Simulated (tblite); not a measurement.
C6H9OP2 (charge -1).
Bonds: C1–C2, C2–C3, C3–P4 (aromatic), P4–C5 (aromatic), C5–P6 (aromatic), P6–C7 (aromatic), C7–O8, O8–C9, C3–C7 (aromatic). Hydrogens: H10, H11, H12 on C1; H13, H14 on C2; H15 on C5; H16, H17, H18 on C9.

The geometry is computed with GFN2-xTB (gas phase).

Task: List the bond lengths, angles and torsions at this level.

Result: 
```
                  bond  length (Å)
                 C1–C2       1.528
                 C2–C3       1.504
                 C3–P4       1.756
                 P4–C5       1.722
                 C5–P6       1.727
                 P6–C7       1.759
                 C7–O8       1.391
                 O8–C9       1.391
                 C3–C7       1.378
C1–H10, C1–H11, C1–H12       1.089
        C2–H13, C2–H14       1.094
                C5–H15       1.082
C9–H16, C9–H17, C9–H18       1.097
```

Bonds in one row agree within 0.01 Å and their mean is given. A selection of angles:
```
   angle  degrees
C1–C2–C3    111.3
C2–C3–P4    122.3
C2–C3–C7    121.7
P4–C3–C7    115.9
C3–P4–C5     94.1
P4–C5–P6    119.0
C5–P6–C7     93.0
P6–C7–O8    123.7
C3–C7–P6    118.0
C3–C7–O8    118.4
C7–O8–C9    114.3
```

Dihedral angles: C1–C2–C3–P4 -97° (anticlinal); P6–C7–O8–C9 -3° (synperiplanar). The mirror-image conformer, all signs reversed, is as good.

The 3 C–C bonds span 1.378 Å (C3–C7, aromatic) to 1.528 Å (C1–C2, drawn single), a spread of 0.150 Å. The 5-membered ring C3–P4–C5–P6–C7 has internal angles of 93.0° to 119.0° (sum 540°, against 540° for a flat polygon); it is planar, 0.00 Å rms from its mean plane, widest ring torsion 1°. C7 (aromatic carbon bearing oxygen) is planar (angles 123.7°, 118.4° and 118.0°, sum 360.0°, 0.00 Å off the plane of its three neighbours). O8 (aryl ether oxygen) is bent (angle 114.3°). Of the pairs four or more bonds apart, P6···H18 is among the closest relative to their van der Waals radii: 2.80 Å, 93 % of the sum of Bondi's values. C3 (substituted aromatic carbon) is planar (angles 122.3°, 121.7° and 115.9°, sum 360.0°, 0.01 Å off the plane of its three neighbours). The 4 C–P bonds span 1.722 Å (P4–C5, aromatic) to 1.759 Å (P6–C7, aromatic), a spread of 0.037 Å.

Point group: C1 (no symmetry element, even within 0.4 Å). Its GFN2-xTB frequencies are all real (lowest 43 cm⁻¹). 2 starts were optimised and ended at 0.00 and 0.03 kcal/mol (GFN2-xTB); the lowest of these is shown.
